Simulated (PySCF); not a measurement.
## Working out the ionisation energy of In²⁺

In²⁺ [Kr] 4d10 5s1 (2S) → In³⁺ [Kr] 4d10 (1S). All numbers are calculated (PySCF 2.14, a scalar-relativistic core potential, in def2-TZVPPD with the def2 core potential (28 electrons) (7s5p4d2f, 56 functions)). Frozen: nothing. Energies in hartree (1 hartree = 27.21139 eV):

```json
{"part": "UHF", "In²⁺ (lower)": "-188.393282", "In³⁺ (upper)": "-187.414802"}
{"part": "MP2 opposite-spin", "In²⁺ (lower)": "-0.152850", "In³⁺ (upper)": "-0.127145"}
{"part": "MP2 same-spin", "In²⁺ (lower)": "-0.087261", "In³⁺ (upper)": "-0.069266"}
```

Question: What does Hartree-Fock give?

Answer: (-187.414802) − (-188.393282) = 0.978480 hartree = 26.626 eV.

Question: What do MP2 and SCS-MP2 (6/5 opposite-spin, 1/3 same-spin) give?

Answer: The opposite-spin parts differ by 0.699 eV and the same-spin parts by 0.490 eV. MP2: 26.626 + (0.699) + (0.490) = 27.815 eV. SCS-MP2: 26.626 + 1.2 × (0.699) + (0.490)/3 = 27.628 eV.

Measured between the centres of the two terms (NIST): 28.044 eV, so MP2 (valence and next inner shell) is off by -0.229 eV.

What remains against the reference includes basis incompleteness and correlation beyond second order.
